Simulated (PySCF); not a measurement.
Molfile (atoms numbered from 1):
```
C2H12O2Si3
     RDKit          3D

 19 18  0  0  0  0  0  0  0  0999 V2000
   -2.7720   -0.4602    0.1442 C   0  0  0  0  0  0  0  0  0  0  0  0
   -1.8354    0.2134   -0.8481 C   0  0  0  0  0  0  0  0  0  0  0  0
   -0.5259   -0.2603   -0.7621 O   0  0  0  0  0  0  0  0  0  0  0  0
    0.4779   -0.2952    0.5141 Si  0  0  2  0  0  4  0  0  0  0  0  0
    0.7006    1.7486    1.5388 Si  0  0  0  0  0  4  0  0  0  0  0  0
    1.9079   -0.7065   -0.1238 O   0  0  0  0  0  0  0  0  0  0  0  0
    2.9650   -1.1674   -1.2558 Si  0  0  0  0  0  4  0  0  0  0  0  0
   -2.4773   -0.2128    1.1612 H   0  0  0  0  0  0  0  0  0  0  0  0
   -2.7250   -1.5389    0.0206 H   0  0  0  0  0  0  0  0  0  0  0  0
   -3.7929   -0.1269   -0.0217 H   0  0  0  0  0  0  0  0  0  0  0  0
   -2.1696    0.0175   -1.8728 H   0  0  0  0  0  0  0  0  0  0  0  0
   -1.8421    1.2989   -0.6819 H   0  0  0  0  0  0  0  0  0  0  0  0
    0.1260   -1.4420    1.3659 H   0  0  0  0  0  0  0  0  0  0  0  0
    0.8487    1.6306    2.9953 H   0  0  0  0  0  0  0  0  0  0  0  0
   -0.4961    2.5921    1.3586 H   0  0  0  0  0  0  0  0  0  0  0  0
    1.8222    2.5766    1.0786 H   0  0  0  0  0  0  0  0  0  0  0  0
    4.1316   -0.3158   -1.0223 H   0  0  0  0  0  0  0  0  0  0  0  0
    3.2491   -2.5802   -1.0094 H   0  0  0  0  0  0  0  0  0  0  0  0
    2.3977   -0.9621   -2.5866 H   0  0  0  0  0  0  0  0  0  0  0  0
  1  2  1  0
  2  3  1  0
  3  4  1  0
  4  5  1  0
  4  6  1  0
  6  7  1  0
  1  8  1  0
  1  9  1  0
  1 10  1  0
  2 11  1  0
  2 12  1  0
  4 13  1  1
  5 14  1  0
  5 15  1  0
  5 16  1  0
  7 17  1  0
  7 18  1  0
  7 19  1  0
M  END
```

Geometry: GFN2-xTB; GIAO absolute shieldings from PySCF, gas phase, non-relativistic, averaged over equivalent atoms.

At PBE0/pcSseg-1 (200 basis functions, 48 s wall time on 1 thread of an Intel Xeon, shared host):
| atoms | σ (ppm) |
| --- | --- |
| C2 | 124.3 |
| C1 | 164.6 |
| O3 | 268.7 |
| O6 | 299.1 |
| Si4 | 369.7 |
| Si7 | 395.5 |
| Si5 | 485.6 |
| H13 | 26.00 |
| H17/H18/H19 | 26.57 |
| H12 | 27.44 |
| H11 | 27.49 |
| H14/H15/H16 | 28.46 |
| H8/H9/H10 | 30.44 |

Question: What do these become at PW91/pcSseg-1?

Answer: 
| atoms | σ at PW91/pcSseg-1 | change |
| --- | --- | --- |
| C2 | 115.7 | -8.6 |
| C1 | 158.3 | -6.3 |
| O3 | 249.4 | -19.3 |
| O6 | 288.9 | -10.2 |
| Si4 | 353.3 | -16.4 |
| Si7 | 380.0 | -15.5 |
| Si5 | 475.1 | -10.5 |
| H13 | 25.57 | -0.43 |
| H17/H18/H19 | 26.30 | -0.27 |
| H12 | 27.16 | -0.28 |
| H11 | 27.30 | -0.19 |
| H14/H15/H16 | 28.39 | -0.07 |
| H8/H9/H10 | 30.36 | -0.08 |

The largest change is at O3 (oxygen bonded to C, Si). Cost: 200 basis functions, 62 s wall time on 1 thread of an Intel Xeon, shared host.
